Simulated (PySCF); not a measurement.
Can point charges reproduce the dipole moment of `CC1=C(C(C)(C)C)N=NN1`?

Coordinates (GFN2-xTB, Å) and charges (e) from the PBE0/pcSseg-1 density (PySCF):

```json
{"atom": "C1", "x": "2.263", "y": "0.900", "z": "-0.537", "Mulliken": "-0.1146", "IAO": "-0.4312", "Hirshfeld": "-0.1113", "ESP-fitted": "-0.6575"}
{"atom": "C2", "x": "1.622", "y": "-0.311", "z": "0.032", "Mulliken": "+0.0310", "IAO": "+0.0308", "Hirshfeld": "+0.0306", "ESP-fitted": "-0.0364"}
{"atom": "N3", "x": "2.353", "y": "-1.376", "z": "0.453", "Mulliken": "-0.3015", "IAO": "-0.1286", "Hirshfeld": "-0.0215", "ESP-fitted": "+0.0818"}
{"atom": "N4", "x": "1.563", "y": "-2.332", "z": "0.932", "Mulliken": "-0.0265", "IAO": "-0.1154", "Hirshfeld": "-0.1001", "ESP-fitted": "-0.3438"}
{"atom": "N5", "x": "0.356", "y": "-1.931", "z": "0.841", "Mulliken": "-0.3049", "IAO": "-0.2006", "Hirshfeld": "-0.1244", "ESP-fitted": "-0.2834"}
{"atom": "C6", "x": "0.316", "y": "-0.693", "z": "0.298", "Mulliken": "+0.1485", "IAO": "+0.0209", "Hirshfeld": "+0.0132", "ESP-fitted": "+0.3697"}
{"atom": "C7", "x": "-0.983", "y": "0.023", "z": "0.059", "Mulliken": "-0.6402", "IAO": "+0.0457", "Hirshfeld": "+0.0253", "ESP-fitted": "+0.4502"}
{"atom": "C8", "x": "-0.912", "y": "1.447", "z": "0.620", "Mulliken": "-0.1450", "IAO": "-0.4118", "Hirshfeld": "-0.1201", "ESP-fitted": "-0.5003"}
{"atom": "C9", "x": "-2.108", "y": "-0.742", "z": "0.759", "Mulliken": "-0.1070", "IAO": "-0.4124", "Hirshfeld": "-0.1232", "ESP-fitted": "-0.5097"}
{"atom": "C10", "x": "-1.263", "y": "0.066", "z": "-1.450", "Mulliken": "-0.1379", "IAO": "-0.4092", "Hirshfeld": "-0.1201", "ESP-fitted": "-0.5988"}
{"atom": "H11", "x": "1.710", "y": "1.258", "z": "-1.401", "Mulliken": "+0.1476", "IAO": "+0.1613", "Hirshfeld": "+0.0539", "ESP-fitted": "+0.2049"}
{"atom": "H12", "x": "3.282", "y": "0.673", "z": "-0.845", "Mulliken": "+0.1253", "IAO": "+0.1518", "Hirshfeld": "+0.0505", "ESP-fitted": "+0.2017"}
{"atom": "H13", "x": "2.299", "y": "1.700", "z": "0.203", "Mulliken": "+0.1520", "IAO": "+0.1627", "Hirshfeld": "+0.0526", "ESP-fitted": "+0.1995"}
{"atom": "H14", "x": "3.355", "y": "-1.485", "z": "0.431", "Mulliken": "+0.1873", "IAO": "+0.2999", "Hirshfeld": "+0.1619", "ESP-fitted": "+0.2704"}
{"atom": "H15", "x": "-0.180", "y": "2.046", "z": "0.086", "Mulliken": "+0.1005", "IAO": "+0.1267", "Hirshfeld": "+0.0337", "ESP-fitted": "+0.1190"}
{"atom": "H16", "x": "-1.882", "y": "1.930", "z": "0.524", "Mulliken": "+0.1093", "IAO": "+0.1374", "Hirshfeld": "+0.0405", "ESP-fitted": "+0.1321"}
{"atom": "H17", "x": "-0.642", "y": "1.425", "z": "1.674", "Mulliken": "+0.1126", "IAO": "+0.1410", "Hirshfeld": "+0.0375", "ESP-fitted": "+0.1061"}
{"atom": "H18", "x": "-3.060", "y": "-0.240", "z": "0.599", "Mulliken": "+0.1027", "IAO": "+0.1290", "Hirshfeld": "+0.0368", "ESP-fitted": "+0.1430"}
{"atom": "H19", "x": "-2.171", "y": "-1.755", "z": "0.374", "Mulliken": "+0.1242", "IAO": "+0.1517", "Hirshfeld": "+0.0363", "ESP-fitted": "+0.1066"}
{"atom": "H20", "x": "-1.916", "y": "-0.802", "z": "1.826", "Mulliken": "+0.1124", "IAO": "+0.1452", "Hirshfeld": "+0.0368", "ESP-fitted": "+0.1132"}
{"atom": "H21", "x": "-0.489", "y": "0.620", "z": "-1.977", "Mulliken": "+0.1011", "IAO": "+0.1258", "Hirshfeld": "+0.0326", "ESP-fitted": "+0.1282"}
{"atom": "H22", "x": "-1.299", "y": "-0.943", "z": "-1.854", "Mulliken": "+0.1160", "IAO": "+0.1441", "Hirshfeld": "+0.0395", "ESP-fitted": "+0.1459"}
{"atom": "H23", "x": "-2.219", "y": "0.550", "z": "-1.638", "Mulliken": "+0.1070", "IAO": "+0.1352", "Hirshfeld": "+0.0395", "ESP-fitted": "+0.1578"}
```

Task: Form Σ q r in debye for every column and set it beside the full dipole.

Result: The full density gives (2.49, 3.47, -1.69) D, 4.59 D in size; dipole vectors point from the negative to the positive end.

```tsv
scheme	μx	μy	μz	size (D)	share of the full size (%)	angle to the full dipole (°)
Mulliken	1.19	5.77	-2.61	6.45	140	22
IAO	2.28	2.74	-1.34	3.81	83	4
Hirshfeld	2.14	1.67	-0.89	2.86	62	16
ESP-fitted	2.50	3.47	-1.71	4.60	100	0
```

Task: Which set comes closest?

Result: Length of the difference vector: ESP-fitted 0.02 D, IAO 0.84 D, Hirshfeld 1.99 D, Mulliken 2.80 D. Closest: ESP-fitted. The schemes that divide the density aren't constrained to reproduce the dipole.

Task: What is left for the Hirshfeld atoms' own dipoles?

Result: The shares of the density sum to the whole, so what Σ q r misses lies in dipoles about the nuclei. The atomic dipoles sum to (2.49, 3.47, -1.69) − (2.14, 1.67, -0.89) = (0.35, 1.80, -0.80) D, 1.99 D in size.

Task: With the origin at the mean of the coordinates, (0.000, 0.001, 0.000) Å, which are the largest single terms, by size, of the IAO dipole along the direction of the full one?

Result: C1 -4.36, C9 +3.93, H19 -1.92, H13 +1.92, H12 +1.90 D; all 23 atoms together +3.80 D. The single terms depend on the origin, their sum doesn't.

Task: Give the size of the full dipole in other units.

Result: 4.59 D = 1.807 au = 0.956 e·Å = 15.32 × 10⁻³⁰ C·m.

Geometry: GFN2-xTB; no solvent, vibrations or thermal averaging.

Conformer computed: `[CH3:1][c:2]1[nH:3][n:4][n:5][c:6]1[C:7]([CH3:8])([CH3:9])[CH3:10]`: N5–C6–C7–C8 131°.
